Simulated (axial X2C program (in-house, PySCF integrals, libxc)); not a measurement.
Values are calculated unless marked as measured or tabulated.
**Ga₂⁺: input and output**

Program: an in-house all-electron X2C program for linear molecules (integrals from PySCF).

Input:
```json
{
 "zs": [
  31,
  31
 ],
 "q": 1,
 "bas": [
  "dyall-cv3z",
  "dyall-cv3z"
 ],
 "levels": [
  "PBE0",
  "HF",
  "BHandHLYP"
 ],
 "cc": true,
 "r0": 2.48,
 "thr": -1.0,
 "nmax": 90,
 "npts": 10,
 "nst": 2,
 "ntry": 6
}
```
```bash
python so2c.py task.json out
```

Keys: zs atomic numbers; q charge; bas basis sets; levels methods; cc coupled cluster on or off; r0 starting distance in Å; thr threshold in hartree for freezing inner shells (an s shell follows its p shell); nmax most natural virtual spinors; npts points on the curve; nst determinants followed; ntry starts of the search. HF also brings MP2.

Output of the HF step, without spin–orbit coupling, at R = 3.281 Å for the state M_S = 1/2, Λ = 0. It starts from PBE0 orbitals of this distance.

```
spin-free X2C-1e  HF
basis functions 216  fitting functions 1250  grid points 5806
iter        total energy     max residual
   1      -3884.263042958     1.87e-01
   2      -3884.300849772     1.34e-02
   3      -3884.302395424     1.35e-02
   4      -3884.303484675     2.67e-03
   5      -3884.303611947     1.44e-03
   6      -3884.303655451     6.33e-04
   7      -3884.303668488     2.02e-04
   8      -3884.303670168     6.42e-05
   9      -3884.303670316     1.94e-05
  10      -3884.303670330     2.22e-06
  11      -3884.303670330     2.73e-07
converged
one-electron -5715.33376851  Coulomb 1824.93094415  exact exchange -148.89606075  xc functional 0.00000000  nuclear repulsion 154.99521478
correlated 5  virtual 323  natural virtual 89  E(MP2) -0.066796765  MP2 remainder -0.001543943
iter   CCSD correlation   residual
   1     -0.079908580   1.33e-01
   2     -0.087975581   5.80e-02
   3     -0.088617237   1.27e-02
   4     -0.088719371   3.45e-03
   5     -0.088716458   1.20e-03
   6     -0.088715577   3.43e-04
   7     -0.088718769   9.13e-05
   8     -0.088718867   3.34e-05
   9     -0.088718751   1.23e-05
  10     -0.088718677   3.98e-06
  11     -0.088718715   1.64e-06
  12     -0.088718740   4.92e-07
  13     -0.088718746   1.80e-07
(T) -0.001850160  T1 0.0276  D1 0.0511  max T2 0.082
```
Energies are in hartree; totals compare only within one Hamiltonian and basis. T1 in the output is the amplitude norm over the root of the electron number; divide by √2 for the Lee–Taylor value.
